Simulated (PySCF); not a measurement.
BFH4Si2, CH6N2Si, AlBClH4Si (calculated)

Computed with PySCF 2.14.0. Calculation on a computer-drawn molecule: the log of a Hartree-Fock and frozen-core CCSD(T) single point meant for a local Hartree-Fock minimum, with one planted fault or none, to be diagnosed. Offsets are logged minus clean, where the clean run is the same molecule without the fault. The reference is restricted for singlets and unrestricted otherwise, and also for a bond in bohr or an excited solution. Adding or removing an electron swaps singlet and doublet. The excited solution moves the top pair (singlet) or top alpha electron (doublet) to the lowest empty orbital. Highest occupied and lowest empty are orbital energies over both spins, largest force is the largest gradient component, triples share is (T) over the correlation energy, the T1 limit is 0.02 restricted and 0.045 unrestricted, electrons count all cores, a negative frequency is imaginary (commonest isotopes), and the dipole is about the centre of nuclear charge.

Common to all runs: meant charge 0; meant basis cc-pV(D+d)Z; logged SCF converged yes; possible faults no fault, one electron removed, one electron added, multiplicity raised by two, geometry at a saddle point, SCF held on an excited solution, minimal basis STO-3G, one bond length entered in bohr, all coordinates scaled.

(1) 
```xyz
8
formula=BFH4Si2 meant_multiplicity=1 logged_electrons=46 logged_basis_functions=94 logged_spin_squared=0 logged_highest_occupied=-6.2056 logged_lowest_empty=-2.2 logged_largest_force=0.054102 logged_CC_converged=no logged_dipole_magnitude=1.7037 logged_SCF_stable_within_its_kind=no logged_energy_HF=-704.10488 planted_fault=SCF_held_on_an_excited_solution HF_energy_offset_from_clean_run=114
F     -1.8349     0.5811     0.7702
B     -2.2158    -0.4643     0.0165
Si    -3.3795    -0.2084    -1.6552
Si    -1.5301    -2.3244     0.6106
H     -4.6349    -0.5113    -0.8555
H     -1.9578    -2.6095     2.0028
H     -0.0478    -2.3754     0.5401
H     -2.0737    -3.3872    -0.2744
```

Units: logged_highest_occupied, logged_lowest_empty in eV; logged_largest_force in hartree/bohr; logged_dipole_magnitude in debye; logged_energy_HF in hartree; HF_energy_offset_from_clean_run in kcal/mol.

Drawn bonds:
```
atom  other atom  order
   1           2      1
   2           3      1
   2           4      1
   3           5      1
   4           6      1
   4           7      1
   4           8      1
```

Notes: CCSD not converged.

(2) 
```xyz
10
formula=CH6N2Si meant_multiplicity=1 logged_electrons=40 logged_basis_functions=30 logged_spin_squared=0 logged_highest_occupied=-5.9998 logged_lowest_empty=8.4636 logged_largest_force=0.038613 logged_T1_diagnostic=0.017081 logged_D1_diagnostic=0.076753 logged_triples_share=0.026432 logged_CC_converged=yes logged_dipole_magnitude=2.6519 logged_SCF_stable_within_its_kind=yes logged_energy_HF=-433.8979 logged_energy_CCSD(T)=-434.15698 planted_fault=minimal_basis_STO-3G HF_energy_offset_from_clean_run=3322 CCSD(T)_energy_offset_from_clean_run=3559
C     -2.2898     0.1252     2.0953
N     -1.5582    -0.3521     0.9315
Si    -0.1195    -1.2102     0.9422
N      0.6085    -1.5976     2.2747
H     -1.7532    -0.1629     2.9963
H     -2.3839     1.2137     2.0841
H     -3.2916    -0.3087     2.1379
H     -1.9822    -0.1309     0.0520
H      0.2370    -1.4724    -0.4659
H      1.4673    -2.1072     2.3356
```

Units: logged_highest_occupied, logged_lowest_empty in eV; logged_largest_force in hartree/bohr; logged_dipole_magnitude in debye; logged_energy_HF, logged_energy_CCSD(T) in hartree; HF_energy_offset_from_clean_run, CCSD(T)_energy_offset_from_clean_run in kcal/mol.

Drawn bonds:
```
atom  other atom  order
   1           2      1
   2           3      1
   3           4      2
   1           5      1
   1           6      1
   1           7      1
   2           8      1
   3           9      1
   4          10      1
```

(3) 
```xyz
8
formula=AlBClH4Si meant_multiplicity=2 logged_electrons=53 logged_basis_functions=36 logged_spin_squared=0.7608 logged_highest_occupied=-5.823 logged_lowest_empty=4.7547 logged_largest_force=0.03811 logged_T1_diagnostic=0.018413 logged_D1_diagnostic=0.10335 logged_triples_share=0.017423 logged_CC_converged=yes logged_dipole_magnitude=3.027 logged_SCF_stable_within_its_kind=yes logged_energy_HF=-1005.85952 logged_energy_CCSD(T)=-1006.0014
Al    -2.7328    -2.1926     0.6326
B     -3.2943    -0.1320     0.5468
Si    -2.1033     1.3202     0.9326
Cl    -0.1314     1.0085     1.4743
H     -2.1663    -2.9372    -0.6477
H     -2.8916    -3.0259     1.9725
H     -4.4007     0.2381     0.2494
H     -2.3209     2.7749     0.9196
```

Units: logged_highest_occupied, logged_lowest_empty in eV; logged_largest_force in hartree/bohr; logged_dipole_magnitude in debye; logged_energy_HF, logged_energy_CCSD(T) in hartree.

Drawn bonds:
```
atom  other atom  order
   1           2      1
   2           3      1
   3           4      1
   1           5      1
   1           6      1
   2           7      1
   3           8      1
```

Q: Give the missing planted fault for AlBClH4Si (entry 3).
A: minimal basis STO-3G

Further results for AlBClH4Si (entry 3):

- HF energy offset from clean run: 7209 kcal/mol
- CCSD(T) energy offset from clean run: 7394 kcal/mol
